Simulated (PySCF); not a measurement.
Simulation results for CH$_{2}$AlFN, B$_{2}$ClH$_{2}$O, BH$_{2}$O$_{2}$Si, BH$_{5}$NSi and others

All values are calculated (PySCF 2.14.0). Calculation on a computer-drawn molecule: optimised geometry and harmonic frequencies of an isolated molecule of the commonest isotopes, restricted reference for singlets and unrestricted otherwise, frozen core in MP2.

Common to all runs: method HF.

(1) CH$_{2}$AlFN

Start structure:
```xyz
6
CH2AlFN
C     -1.7501    -1.7418    -0.6283
N     -1.6966    -0.8687    -1.5587
Al    -1.7615     0.8502    -1.9718
F     -2.0909     2.1082    -3.0598
H     -2.4547    -1.8335     0.0932
H     -0.9784    -2.5483    -0.6571
```

It was run with charge 0, multiplicity 2 and basis cc-pV(D+d)Z.

The calculation gives: rotational constants 27.35, 3.074, 2.817 GHz; total energy -434.8983 hartree; spin squared 0.7592; convergence status largest gradient component 1.496e-05 hartree/bohr.

Drawn bonds:
```tsv
atom	other atom	order
1	2	1
2	3	2
3	4	1
1	5	1
1	6	1
```

Optimised structure:
```xyz
6
CH2AlFN
C     -1.7597    -1.6725    -0.7067
N     -1.6553    -0.5322    -1.1820
Al    -1.4499     1.0930    -1.7673
F     -2.2451     1.5109    -3.1619
H     -2.5405    -1.9428     0.0145
H     -1.0816    -2.4903    -0.9791
```

Modes:
```tsv
frequency (cm⁻¹)	reduced mass (dalton)
88.38	3.874
140.5	5.73
292.1	1.104
329.9	9.547
679.3	9.594
858.2	18.5
1238	1.35
1288	1.322
1633	1.096
1950	9.156
3147	1.05
3211	1.119
```

(2) B$_{2}$ClH$_{2}$O

Start structure:
```xyz
6
B2ClH2O
O     -1.9092     2.5104     0.7529
B     -0.9014     1.9470     0.5868
B      0.5142     1.1527     0.3174
Cl     0.7882    -0.3987     0.2739
H     -2.7253     3.0092     0.9440
H      1.5064     1.9059     0.0338
```

Settings of this run: charge 1, multiplicity 1 and basis cc-pV(D+d)Z.

Results for B$_{2}$ClH$_{2}$O: rotational constants 29.65, 2.365, 2.19 GHz; total energy -584.6957 hartree; convergence status largest gradient component 4.432e-06 hartree/bohr.

Drawn bonds:
```tsv
atom	other atom	order
1	2	1
2	3	1
3	4	1
1	5	1
3	6	1
```

Optimised structure:
```xyz
6
B2ClH2O
O     -1.8956     2.7083     0.7436
B     -0.8616     2.0716     0.5478
B      0.6428     1.2490     0.2520
Cl     0.6156    -0.4491     0.4388
H     -2.8184     2.6597     0.9834
H      1.5901     1.8870    -0.0568
```

Modes:
```tsv
frequency (cm⁻¹)	reduced mass (dalton)
132.5	5.7
171.4	1.225
316.1	3.239
356.4	1.278
464.3	5.68
682.2	6.776
802.5	1.669
937.4	2.439
1134	1.674
1890	9.052
2854	1.095
4034	1.076
```

(3) BH$_{2}$O$_{2}$Si

Start structure:
```xyz
6
BH2O2Si
O     -2.6521    -3.2657    -0.1250
B     -1.6586    -2.4280    -0.2554
O     -0.6997    -1.7412    -0.3149
Si     0.5987    -0.7933    -0.5527
H      1.8157    -1.7463    -0.4158
H      0.4898    -0.1459    -1.7893
```

Here we set charge 0, multiplicity 2 and basis cc-pV(D+d)Z.

It finds rotational constants 63.44, 2.659, 2.586 GHz; total energy -464.6128 hartree; spin squared 0.753; convergence status largest gradient component 3.018e-06 hartree/bohr.

Drawn bonds:
```tsv
atom	other atom	order
1	2	2
2	3	1
3	4	1
4	5	1
4	6	1
```

Optimised structure:
```xyz
6
BH2O2Si
O     -2.8479    -2.8799    -0.1982
B     -1.7033    -2.5379    -0.2658
O     -0.4524    -2.1806    -0.3362
Si     0.5749    -0.8611    -0.4970
H      1.9411    -1.3837    -0.3158
H      0.3815    -0.2771    -1.8402
```

Modes:
```tsv
frequency (cm⁻¹)	reduced mass (dalton)
46.22	1.567
106.1	8.352
566.3	10.13
568.9	11.99
656.3	6.693
765.8	1.189
870	1.195
998.7	1.057
1232	13.86
2212	10.19
2318	1.047
2347	1.054
```

(4) BH$_{5}$NSi

Start structure:
```xyz
8
BH5NSi
B     -0.9608     0.1504     1.0906
N     -0.2587    -1.0355     0.7353
Si     1.4132    -1.3936     0.9632
H     -2.0863     0.2648     0.8530
H     -0.4526     1.0013     1.7831
H     -0.7534    -1.6610     0.2310
H      2.2034    -0.4135     1.6828
H      1.8523    -2.6603     0.3900
```

Settings of this run: charge 1, multiplicity 1 and basis cc-pV(D+d)Z.

It finds rotational constants 40.17, 6.114, 5.306 GHz; total energy -370.7556 hartree; convergence status largest gradient component 1.937e-05 hartree/bohr.

Drawn bonds:
```tsv
atom	other atom	order
1	2	1
2	3	1
1	4	1
1	5	1
2	6	1
3	7	1
3	8	1
```

Optimised structure:
```xyz
8
BH5NSi
B     -0.9507     0.1597     1.1421
N     -0.2518    -1.0478     0.6863
Si     1.3404    -1.3688     0.9543
H     -2.1026     0.2737     0.8846
H     -0.3119     0.9614     1.7500
H     -0.8042    -1.7182     0.1729
H      2.1308    -0.3966     1.6958
H      1.9072    -2.6108     0.4431
```

Modes:
```tsv
frequency (cm⁻¹)	reduced mass (dalton)
267.1	1.489
284.4	2.407
386.8	1.022
686.7	1.229
780	1.196
860.3	2.06
873.7	1.098
1009	1.083
1077	1.792
1102	1.361
1144	2.739
1336	1.184
1433	1.529
2443	1.027
2491	1.062
2745	1.051
2871	1.135
3740	1.076
```

(5) AlBClFH

Start structure:
```xyz
5
AlBClFH
F     -2.1888     0.4476    -0.4808
B     -1.3344    -0.2475    -1.1348
Al     0.5457    -0.9074    -0.7884
Cl     1.5371    -2.0957    -2.1037
H      1.4412    -0.6429     0.5215
```

Settings of this run: charge 0, multiplicity 2 and basis cc-pV(D+d)Z.

The calculation gives: rotational constants 13, 1.684, 1.495 GHz; total energy -826.1913 hartree; spin squared 0.7617; convergence status largest gradient component 2.449e-05 hartree/bohr.

Drawn bonds:
```tsv
atom	other atom	order
1	2	1
2	3	1
3	4	1
3	5	1
```

Optimised structure:
```xyz
5
AlBClFH
F     -2.4140     0.2585    -0.8337
B     -1.1531    -0.0221    -0.8576
Al     0.6445    -0.9550    -0.6162
Cl     1.3290    -2.1059    -2.2594
H      1.5945    -0.6214     0.5807
```

Modes:
```tsv
frequency (cm⁻¹)	reduced mass (dalton)
89.18	12.11
101.4	17.41
322.9	7.887
404.4	1.609
472.1	3.999
545.8	6.129
668.9	1.233
1453	12.39
2052	1.043
```

(6) C$_{2}$H$_{4}$BO

Start structure:
```xyz
8
C2H4BO
C     -0.3704    -2.5416    -1.3330
B     -0.3773    -1.3366    -0.6972
C     -0.4088    -0.0711    -0.0141
O     -0.0977     0.1329     1.2988
H     -1.1903    -2.9518    -1.9257
H      0.4619    -3.2758    -1.3685
H     -0.7168     0.8606    -0.4859
H      0.0511    -0.6668     1.7422
```

It was run with charge 0, multiplicity 2 and basis cc-pVDZ.

It finds rotational constants 41.71, 3.897, 3.652 GHz; total energy -177.5345 hartree; spin squared 0.7669; convergence status largest gradient component 1.276e-05 hartree/bohr.

Drawn bonds:
```tsv
atom	other atom	order
1	2	1
2	3	2
3	4	1
1	5	1
1	6	1
3	7	1
4	8	1
```

Optimised structure:
```xyz
8
C2H4BO
C     -0.3648    -2.5872    -1.3488
B     -0.3631    -1.3471    -0.7226
C     -0.3568    -0.0302    -0.0134
O     -0.2306     0.1172     1.3101
H     -1.2789    -3.1453    -1.5218
H      0.5464    -3.0550    -1.7061
H     -0.4543     0.9263    -0.5096
H     -0.1463    -0.7290     1.7288
```

Modes:
```tsv
frequency (cm⁻¹)	reduced mass (dalton)
192.8	4.085
283.3	1.793
395.8	1.164
505.2	1.471
582.4	5.73
765.3	1.207
817.5	1.727
842.9	1.332
870.5	3.723
1289	1.522
1365	1.794
1455	1.209
1557	1.507
1800	7.367
3296	1.062
3360	1.088
3374	1.109
4122	1.067
```
